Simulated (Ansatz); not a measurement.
Geometry optimisation, Ansatz 0.2.0, RKS B3LYP/6-31G*.

Input:

```yaml
crystal:
  periodic: [false, false, false]
  atoms:
    - { symbol: Si, position_ang: [0.0, 0.0, 0.0] }
    - { symbol: O, position_ang: [0.0, 0.0, 2.03] }
    - { symbol: H, position_ang: [-0.9095, -0.2814, 2.3671] }
    - { symbol: "N", position_ang: [1.7163, 0.0, -0.6061] }
    - { symbol: H, position_ang: [2.2145, -0.918, -0.7868] }
    - { symbol: H, position_ang: [2.2175, 0.918, -0.7783] }
    - { symbol: "N", position_ang: [-0.8572, 1.4851, -0.6061] }
    - { symbol: H, position_ang: [-1.8773, 1.43, -0.8888] }
    - { symbol: H, position_ang: [-0.3367, 2.4058, -0.6766] }
    - { symbol: H, position_ang: [-0.6877, -1.1914, -0.4862] }
    - { symbol: H, position_ang: [0.6549, -1.5365, 0.555] }
    - { symbol: H, position_ang: [0.5132, -1.2041, 1.4744] }
basis:
  gaussian: { orbitals: "6-31G*" }
hamiltonian:
  xc: b3lyp
relax:
  f_tol: 0.15
  max_steps: 25
  restrain:
    - { distance: [0, 10], at: 2.66, k: 30.0 }
    - { distance: [11, 1], at: 2.21, k: 30.0 }
    - { distance: [0, 1], at: 1.68, k: 30.0 }
    - { distance: [11, 10], at: 0.66, k: 30.0 }
output:
  orbitals: {}
```

Launched with:

```bash
$ ansatz run input.yaml --threads 1 --pin off --max-ram 2048MiB --backend cpu --events-out ev --progress --plain --runs-dir out
```

Question: Where does it end, and by what steps?

Answer: The forces met the threshold. The restraints hold the end off the free minimum. After 11 steps the energy has fallen by 3.595 eV (the restraints' own energy left out); H5 moved furthest, 1.07 Å. Joined: H11–H12 (0.99 → 0.71 Å).

```csv
step,energy less start (eV),largest force component (eV/Å),accepted
0,0.0000,2.900,yes
1,-1.2251,2.113,yes
2,-1.8118,4.066,yes
3,-2.5466,3.095,yes
4,-3.1357,2.112,yes
5,-3.3681,1.214,yes
6,-3.4537,1.133,yes
7,-3.5049,1.032,yes
8,-3.5262,0.900,yes
9,-3.5631,1.261,yes
10,-3.5328,1.148,no
11,-3.5953,1.222,yes
```

```xyz
12
Properties=species:S:1:pos:R:3
Si -0.072 0.130 0.008
O 0.065 0.104 1.680
H -0.779 0.052 2.147
N 1.550 0.021 -0.542
H 2.316 -0.265 0.053
H 1.845 0.699 -1.232
N -0.765 1.539 -0.710
H -1.740 1.544 -0.981
H -0.441 2.470 -0.474
H -0.999 -0.954 -0.405
H 0.880 -2.267 0.709
H 0.789 -1.966 1.344
```

Run time: 43 s on 1 thread of Intel(R) Xeon(R) CPU @ 2.60GHz (Ice Lake), with other jobs on the host, peak memory 0.18 GiB.
